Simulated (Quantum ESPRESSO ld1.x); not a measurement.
The run below uses ld1.x (Quantum ESPRESSO 7.5).

```
 &input
    atom='Li',
    iswitch=1,
    rel=2,
    dft='SLA-VWN',
    config='[He] 2s1 2p0 3s0',
    rel_dist='average',
    verbosity='high',
    lsmall=.true.,
    prefix='ld1',
    max_out_wfc=37,
    file_charge='ld1.rho',
 /
```

Command: `OMP_NUM_THREADS=1 ld1.x < ld1.in > ld1.out`

Output (excerpt):

```
     Program LD1 v.7.5 starts

     --------------------------- All-electron run ----------------------------

     dirac relativistic calculation

     atomic number is  3.00
     dft =SLA-VWN   lsd =0 sic =0 latt =0  beta=0.20 tr2=1.0E-14
     Exchange-correlation= SLA-VWN
                           (   1   2   0   0   0   0   0)
     mesh =1713 r(mesh) =  99.22477 a.u. xmin = -8.00 dx = 0.00800
     1 Ry =  13.60569312 eV, c = 137.03599908

     n l j   nl                  e(Ry)          e(Ha)          e(eV)
     Spin orbit split results
     1 0 0.5 1S 1( 2.00)      -3.757429932      -1.878714966    -51.1224386
     2 0 0.5 2S 1( 1.00)      -0.211094159      -0.105547080     -2.8720823
     2 1 0.5 2P 1( 0.00)      -0.082696135      -0.041348067     -1.1251382
     2 1 1.5 2P 1( 0.00)      -0.082687328      -0.041343664     -1.1250184
     3 0 0.5 3S 1( 0.00)      -0.004195683      -0.002097842     -0.0570852
     Averaged results
     1 0     1S 1( 2.00)      -3.757429932      -1.878714966    -51.1224386
     2 0     2S 1( 1.00)      -0.211094159      -0.105547080     -2.8720823
     2 1     2P 1( 0.00)      -0.082690263      -0.041345132     -1.1250583
     3 0     3S 1( 0.00)      -0.004195683      -0.002097842     -0.0570852

     final scf error:  9.0E-15 reached in  16 iterations

     Etot =     -14.671972 Ry,      -7.335986 Ha,    -199.622350 eV

     Ekin =      14.479699 Ry,       7.239850 Ha,     197.006343 eV
     Encl =     -33.829037 Ry,     -16.914518 Ha,    -460.267491 eV
     Eh   =       7.982627 Ry,       3.991313 Ha,     108.609167 eV
     Exc  =      -3.305261 Ry,      -1.652631 Ha,     -44.970369 eV
```

Run on one thread of a shared host, so times are rough (Intel(R) Xeon(R) Processor @ 2.60GHz): 0.54 s of CPU time, 0.57 s wall, 16 iterations on 1713 mesh points.
